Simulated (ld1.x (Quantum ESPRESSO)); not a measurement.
# Logarithmic derivatives: lanthanum (La), TM

ld1.x (Quantum ESPRESSO) 7.5 input, shortened:

```
&input
   title='La', zed=57., rel=1, dft='BLYP', iswitch=3,
   config='[Xe] 4f0 5d0 6s0 6p0'
 /
 &inputp
   pseudotype=2, tm=.true., lloc=0,
   nlcc=.true., new_core_ps=.true., rcore=1.15
 /
4
5P  2  1   6.00   0.00  3.15  3.15  0.0
5D  3  2   0.00   0.00  3.30  3.30  0.0
4F  4  3   0.00   0.00  1.80  1.80  0.0
5S  1  0   2.00   0.00  2.60  2.60  0.0
 &test
   configts(1)='4f0 5s2 5p6 5d0 6s0 6p0'
 /
```

The phase is arctan(r·u′/u) with u = r·R(r), unwrapped; energies in Ry, scanned from -7 to 5 Ry. A pole is an energy at which the radial function vanishes at the test radius. The pseudo phase is shifted by a multiple of π to meet the all-electron one at the reference energy, and phase errors are pseudo minus all-electron; the curves can meet again beyond the range given. Levels narrower than the energy grid can be missing from the lists of poles.

| channel | radius (bohr) | reference energy (Ry) | poles, all-electron | poles, pseudo | unbroken range about the reference energy with phases within 0.05 rad | phase error 1 Ry above the reference energy (rad) |
| --- | --- | --- | --- | --- | --- | --- |
| s | 3.58 | -4.52 | -4.50, -0.21 | -4.50, -1.09, 2.67 | below -2.5 | -0.004 |
| p | 3.58 | -3.27 | -3.22, 0.68 | -3.22, 1.04 | below -1.4 | +0.002 |
| d | 3.58 | -1.71 | -1.42, 2.31 | -1.42, 2.21 | below 0.0 | -0.004 |
| f | 3.58 | -1.99 | -1.98, 0.67, 4.63 | -1.98, 0.60 | below -0.9 | -0.035 |

Phases in the f channel:

```
E (Ry)  all-electron  pseudo
 -7.00         1.457   1.457
 -6.74         1.454   1.454
 -6.48         1.451   1.451
 -6.22         1.448   1.448
 -5.96         1.445   1.445
 -5.70         1.442   1.442
 -5.44         1.438   1.438
 -5.18         1.434   1.434
 -4.92         1.429   1.429
 -4.66         1.424   1.424
 -4.40         1.419   1.419
 -4.14         1.413   1.413
 -3.88         1.405   1.405
 -3.62         1.397   1.397
 -3.36         1.388   1.387
 -3.10         1.376   1.376
 -2.84         1.362   1.361
 -2.58         1.343   1.342
 -2.32         1.313   1.311
 -2.06         1.161   1.157
 -1.80        -1.819  -1.822
 -1.54        -1.887  -1.893
 -1.28        -1.966  -1.979
 -1.02        -2.105  -2.136
 -0.76        -2.429  -2.535
 -0.50        -3.323  -3.567
 -0.24        -4.165  -4.270
  0.02        -4.467  -4.513
  0.28        -4.601  -4.628
  0.54        -4.681  -4.699
  0.80        -4.740  -4.752
  1.06        -4.792  -4.798
  1.32        -4.846  -4.846
  1.58        -4.914  -4.902
  1.84        -5.022  -4.981
  2.10        -5.253  -5.115
  2.36        -5.989  -5.412
  2.62        -7.114  -6.220
  2.88        -7.492  -7.115
  3.14        -7.635  -7.452
  3.40        -7.709  -7.594
  3.66        -7.756  -7.672
  3.92        -7.790  -7.721
  4.18        -7.817  -7.756
  4.44        -7.839  -7.782
  4.70        -7.859  -7.804
  4.96        -7.878  -7.822
```
